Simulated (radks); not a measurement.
The numbers below are computed, except where a source is named.
Question: These are the eigenvalues of the occupied orbitals of an atom or ion with whole-number occupations (eV). Code: a radial shooting solver on a logarithmic mesh with Libxc functionals. Model: Dirac Kohn-Sham, PBE, spin-unpolarised, spherical densities, finite nucleus; Fermi nuclear charge, rms radius of each element as measured or else 0.836 A^(1/3) + 0.57 fm.

1s1/2: -4877.786
2s1/2: -547.3522
2p1/2: -458.4587
2p3/2: -452.6907
3s1/2: -72.0705
3p1/2: -48.5028
3p3/2: -47.8206
3d3/2: -12.4112
4s1/2: -8.5691
4d3/2: -0.6990

Which element is it, and in what charge state? The configuration may be excited. Open shells, if any, fill j = l - 1/2 first.

Answer: Z = 22, titanium, charge 0: Ti in [Ar] 3d1 4s2 4d1. The list shows which subshells hold electrons but not how many an open one holds; the 1s level, -179.26 hartree, gives Z - s = 18.9 by -(Z - s)^2/2, which with screening and relativity narrows Z to a few neighbours, and the depths of the outer levels then fix element, charge and occupations together.
